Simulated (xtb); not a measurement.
xtb job for C₂H₆N, SMILES C[N]C, multiplicity 2, GFN2-xTB. 

```
$ xtb mol.xyz --gfn 2 --ohess tight --chrg 0 --uhf 1 --json
$ cat mol.xyz
9

C      1.18580000     0.00580000    -0.10420000
N     -0.02370000     0.40110000    -0.67170000
C     -1.21300000     0.00390000    -0.00350000
H      1.30580000    -1.05800000    -0.25870000
H      1.23700000     0.17970000     1.00950000
H      1.97050000     0.54670000    -0.64060000
H     -1.05330000    -0.89280000     0.60950000
H     -1.96970000    -0.10500000    -0.72600000
H     -1.44800000     0.78080000     0.70930000
```

It prints:

```
[banner left out]
          |                Calculation Setup                |
           -------------------------------------------------



           -------------------------------------------------
          |                 G F N 2 - x T B                 |
           -------------------------------------------------

        Reference                      10.1021/acs.jctc.8b01176
      * Hamiltonian:
        H0-scaling (s, p, d)           1.850000    2.230000    2.230000
        zeta-weighting                 0.500000
      * Dispersion:
        s8                             2.700000
        a1                             0.520000
        a2                             5.000000
        s9                             5.000000
      * Repulsion:
        kExp                           1.500000    1.000000
        rExp                           1.000000
      * Coulomb:
        alpha                          2.000000
        third order                    shell-resolved
        anisotropic                    true
        a3                             3.000000
        a5                             4.000000
        cn-shift                       1.200000
        cn-exp                         4.000000
        max-rad                        5.000000


          ...................................................
          :                      SETUP                      :
          :.................................................:
          :  # basis functions                  18          :
          :  # atomic orbitals                  18          :
          :  # shells                           12          :
          :  # electrons                        19          :
          :  max. iterations                   250          :
          :  Hamiltonian                  GFN2-xTB          :
          :  restarted?                      false          :
          :  GBSA solvation                  false          :
[...]
eigval :     2870.82  2913.99  2915.38
           -------------------------------------------------
          |                Property Printout                |
           -------------------------------------------------

    * Orbital Energies and Occupations

         #    Occupation            Energy/Eh            Energy/eV
      -------------------------------------------------------------
         1        2.0000           -0.6310307             -17.1712
         2        2.0000           -0.6066754             -16.5085
         3        2.0000           -0.5575905             -15.1728
         4        2.0000           -0.5129657             -13.9585
         5        2.0000           -0.5099875             -13.8775
         6        2.0000           -0.5033744             -13.6975
         7        2.0000           -0.4765692             -12.9681
         8        2.0000           -0.4536105             -12.3434
         9        2.0000           -0.3674693              -9.9993
        10        1.0000           -0.3346825              -9.1072 (HOMO)
        11                          0.1112250               3.0266 (LUMO)
        12                          0.1340829               3.6486
        13                          0.1560208               4.2455
        14                          0.1735882               4.7236
        15                          0.1833231               4.9885
        16                          0.2016759               5.4879
        17                          0.2149390               5.8488
        18                          0.3356526               9.1336
      -------------------------------------------------------------
                  HL-Gap            0.4459075 Eh           12.1338 eV
             Fermi-level           -0.2314023 Eh           -6.2968 eV

     #   Z          covCN         q      C6AA      α(0)
     1   6 C        3.695    -0.013    20.975     6.552
     2   7 N        1.818    -0.258    27.561     7.779
     3   6 C        3.695    -0.013    20.975     6.552
     4   1 H        0.924     0.064     2.154     2.295
     5   1 H        0.923     0.014     2.826     2.629
     6   1 H        0.924     0.064     2.156     2.296
     7   1 H        0.923     0.014     2.826     2.629
     8   1 H        0.924     0.063     2.160     2.298
     9   1 H        0.924     0.064     2.150     2.293

 Mol. C6AA /au·bohr⁶  :        557.381959
 Mol. C8AA /au·bohr⁸  :      11211.443710
 Mol. α(0) /au        :         35.323210


Wiberg/Mayer (AO) data.
largest (>0.10) Wiberg bond orders for each atom

 ---------------------------------------------------------------------------
     #   Z sym  total        # sym  WBO       # sym  WBO       # sym  WBO
 ---------------------------------------------------------------------------
     1   6 C    3.992 --     2 N    1.140     5 H    0.968     6 H    0.929
                             4 H    0.928
     2   7 N    2.495 --     1 C    1.140     3 C    1.140
     3   6 C    3.992 --     2 N    1.140     7 H    0.968     8 H    0.930
                             9 H    0.927
     4   1 H    0.993 --     1 C    0.928
     5   1 H    1.000 --     1 C    0.968
     6   1 H    0.993 --     1 C    0.929
     7   1 H    1.000 --     3 C    0.968
     8   1 H    0.993 --     3 C    0.930
     9   1 H    0.993 --     3 C    0.927
 ---------------------------------------------------------------------------

Topologies differ in total number of bonds
Writing topology from bond orders to xtbtopo.mol

molecular dipole:
                 x           y           z       tot (Debye)
 q only:        0.016      -0.098       0.244
   full:        0.039      -0.244       0.597       1.643
molecular quadrupole (traceless):
                xx          xy          yy          xz          yz          zz
 q only:        2.679      -0.211      -0.816      -0.402       0.549      -1.864
  q+dip:        2.983      -0.152      -0.354      -0.464       1.143      -2.630
   full:        3.250      -0.151      -0.311      -0.506       1.323      -2.939

           -------------------------------------------------
          |                Geometry Summary                 |
           -------------------------------------------------

      molecular mass/u    :       44.0758195
   center of mass at/Å    :       -0.0151440       0.0746754      -0.2252370
  moments of inertia/u·Å² :        0.1124532E+02   0.5323169E+02   0.5833504E+02
rotational constants/cm⁻¹ :        0.1499080E+01   0.3166842E+00   0.2889795E+00

 * 8 selected distances

     #   Z          #   Z                                           value/Å
     1   6 C        2   7 N                                       1.4023115
     2   7 N        3   6 C                                       1.4023119 (max)
     1   6 C        4   1 H                                       1.0977518
     1   6 C        5   1 H                                       1.1006411
     1   6 C        6   1 H                                       1.0974871
     3   6 C        7   1 H                                       1.1006361
     3   6 C        8   1 H                                       1.0971968 (min)
     3   6 C        9   1 H                                       1.0978464

 * 2 distinct bonds (by element types)

   Z      Z             #   av. dist./Å        max./Å        min./Å
   1 H    6 C           6     1.0985932     1.1006411     1.0971968
   6 C    7 N           2     1.4023117     1.4023119     1.4023115
Molecule has the following symmetry elements: (C2) 2*(sigma)
It seems to be the C2v point group

           -------------------------------------------------
          |               Frequency Printout                |
           -------------------------------------------------
 projected vibrational frequencies (cm⁻¹)
eigval :       -0.00    -0.00    -0.00     0.00     0.00     0.00
eigval :       44.37    75.33   466.86   970.06   977.74  1030.06
eigval :     1054.72  1194.71  1242.86  1378.83  1380.03  1419.21
eigval :     1424.83  1454.47  1470.78  2852.58  2856.79  2869.76
eigval :     2870.82  2913.99  2915.38
 reduced masses (amu)
   1:  8.68   2:  8.37   3: 10.87   4: 11.25   5:  8.54   6:  8.75   7:  4.79   8:  1.35
   9:  8.24  10:  3.08  11:  9.37  12:  4.18  13:  3.34  14:  7.08  15: 12.32  16:  2.34
  17:  2.50  18:  1.76  19:  1.56  20:  2.19  21:  1.63  22:  1.77  23:  1.67  24:  1.89
  25:  1.86  26:  1.42  27:  1.41
 IR intensities (km·mol⁻¹)
   1:  1.75   2:  1.82   3:  0.16   4:  0.07   5:  7.09   6:  1.18   7: 31.95   8:  0.06
   9:  9.17  10:  0.04  11: 25.36  12:  0.89  13:  2.46  14:  6.05  15: 54.90  16:  0.20
  17:  0.05  18:  9.65  19:  0.02  20: 48.40  21:  3.01  22:  6.16  23:176.81  24: 23.53
  25:  3.69  26: 11.55  27: 18.53
 Raman intensities (Ä⁴*amu⁻¹)
   1:  0.00   2:  0.00   3:  0.00   4:  0.00   5:  0.00   6:  0.00   7:  0.00   8:  0.00
   9:  0.00  10:  0.00  11:  0.00  12:  0.00  13:  0.00  14:  0.00  15:  0.00  16:  0.00
  17:  0.00  18:  0.00  19:  0.00  20:  0.00  21:  0.00  22:  0.00  23:  0.00  24:  0.00
  25:  0.00  26:  0.00  27:  0.00
 output can be read by thermo (or use thermo option).
 writing <g98.out> molden fake output.
 recommended (thermochemical) frequency scaling factor: 1.0
           -------------------------------------------------
          |             Thermodynamic Functions             |
           -------------------------------------------------

c2v symmetry found (for desy threshold:  0.10E+00) used in thermo

          ...................................................
          :                      SETUP                      :
          :.................................................:
          :  # frequencies                          21      :
          :  # imaginary freq.                       0      :
          :  linear?                             false      :
          :  only rotor calc.                    false      :
          :  symmetry                              c2v      :
          :  rotational number                       2      :
          :  scaling factor                  1.0000000      :
          :  rotor cutoff                   50.0000000 cm⁻¹ :
          :  imag. cutoff                  -20.0000000 cm⁻¹ :
          :.................................................:

    mode    ω/cm⁻¹     T·S(HO)/kcal·mol⁻¹    T·S(FR)/kcal·mol⁻¹   T·S(vib)
   ------------------------------------------------------------------------
       1     44.37    -1.50676 ( 38.28%)    -1.08919 ( 61.72%)    -1.24903
       2     75.33    -1.19528 ( 83.75%)    -0.93351 ( 16.25%)    -1.15273
   ------------------------------------------------------------------------

   temp. (K)  partition function   enthalpy   heat capacity  entropy
                                   cal/mol     cal/K/mol   cal/K/mol   J/K/mol
 298.15  VIB   19.9                 1315.327      6.965      9.345
         ROT  0.714E+04              888.752      2.981     20.614
         INT  0.142E+06             2204.079      9.946     29.959
         TR   0.283E+27             1481.254      4.968     37.259
         TOT                        3685.3333    14.9141    67.2177   281.2387

       T/K    H(0)-H(T)+PV         H(T)/Eh          T*S/Eh         G(T)/Eh
   ------------------------------------------------------------------------
    298.15    0.587295E-02    0.807431E-01    0.319373E-01    0.488058E-01
   ------------------------------------------------------------------------

         :::::::::::::::::::::::::::::::::::::::::::::::::::::
         ::                  THERMODYNAMIC                  ::
         :::::::::::::::::::::::::::::::::::::::::::::::::::::
Note: The following floating-point exceptions are signalling: IEEE_UNDERFLOW_FLAG IEEE_DENORMAL
normal termination of xtb
         :: total free energy         -10.128093086674 Eh   ::
         ::.................................................::
         :: total energy              -10.176898866284 Eh   ::
         :: zero point energy           0.074870111847 Eh   ::
         :: G(RRHO) w/o ZPVE           -0.026064332237 Eh   ::
         :: G(RRHO) contrib.            0.048805779610 Eh   ::
         :::::::::::::::::::::::::::::::::::::::::::::::::::::

optimized geometry written to: xtbopt.xyz


           -------------------------------------------------
          | TOTAL ENERGY              -10.176898866284 Eh   |
          | TOTAL ENTHALPY            -10.096155802063 Eh   |
          | TOTAL FREE ENERGY         -10.128093086674 Eh   |
          | GRADIENT NORM               0.000158486320 Eh/α |
          | HOMO-LUMO GAP              12.133760361806 eV   |
           -------------------------------------------------

------------------------------------------------------------------------
------------------------------------------------------------------------
 total:
 SCF:
 ANC optimizer:
 analytical hessian:
```

The calculation finished and met its thresholds.

Cost: very roughly 0.3 core-seconds.
